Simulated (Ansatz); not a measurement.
`[SeH][SnH2][SeH]` + `C[CH2][AlH2]` → `C[CH2][AlH][SeH]` + `[SeH][SnH3]`  (formal exchange of groups at the Se–Sn bond)

Calculated with Ansatz (gas phase, PBE0-D4/def2-TZVP geometries, no zero-point term in ΔE). CCSD(T)/CBS adds triple-zeta CCSD(T) − MP2 to the extrapolated MP2 energy (def2 sets, frozen cores). Functionals use def2-TZVPP. def2 core potentials past Kr. For Se, Sn outer-core shells are correlated without core-valence functions, which leaves a few kJ/mol of doubt a bond. Scalar relativity is left out up to krypton. Each species was taken in one conformer, which may not be the lowest.

`[SeH][SnH2][SeH]`:

```xyz
7

Se    0.393    2.186   -0.505
Sn    0.474   -0.115    0.546
Se   -1.813   -1.176    0.765
H     0.296    1.612   -1.854
H     1.460   -1.118   -0.416
H     1.044    0.102    2.134
H    -1.854   -1.490   -0.670
```

`C[CH2][AlH2]`:

Z-matrix (Å, degrees):
```
C
C 1 1.528
H 1 1.093 2 111.7
H 1 1.094 2 112.2 3 120.4
H 1 1.093 2 111.7 3 -119.2
Al 2 1.958 1 116.9 3 59.6
H 2 1.099 1 110.4 3 -177.4
H 2 1.099 1 110.4 3 -63.2
H 6 1.592 2 121.0 1 -0.5
H 6 1.592 2 119.8 1 179.5
```

`C[CH2][AlH][SeH]`:

Z-matrix (Å, degrees):
```
C
C 1 1.526
H 1 1.093 2 111.7
H 1 1.094 2 112.0 3 -120.1
H 1 1.093 2 111.7 3 119.8
Al 2 1.956 1 117.4 3 -59.9
H 2 1.098 1 110.4 3 62.7
H 2 1.098 1 110.4 3 177.6
Se 6 2.322 2 121.1 1 0.0
H 6 1.585 2 123.7 1 179.9
H 9 1.470 6 92.3 2 -0.0
```

`[SeH][SnH3]`:

Cartesian coordinates in Å:
```
Se -1.753 0.679 0.547
Sn 0.601 0.090 -0.180
H -2.142 -0.735 0.635
H 1.382 1.588 -0.392
H 0.549 -0.788 -1.641
H 1.363 -0.835 1.032
```

```
         level  ΔE (kJ/mol)
      PBE-QIDH        -58.0
MP2/def2-QZVPP        -52.2
```

(1) What does CCSD(T)/CBS give? (Best estimate.)

Largest T1 diagnostic among the species: 0.011.

## Answers

(1) The calculation gave: -52.0 kJ/mol. The listed levels differ from it by -6.0, -0.2 kJ/mol.

From BLYP to BHLYP (50 % exact exchange), in def2-TZVPP and without D4, ΔE moves by −5.5 kJ/mol. At CCSD(T), def2-SVP lies −4.7 kJ/mol from the extrapolated value and def2-TZVPP −8.1 kJ/mol.
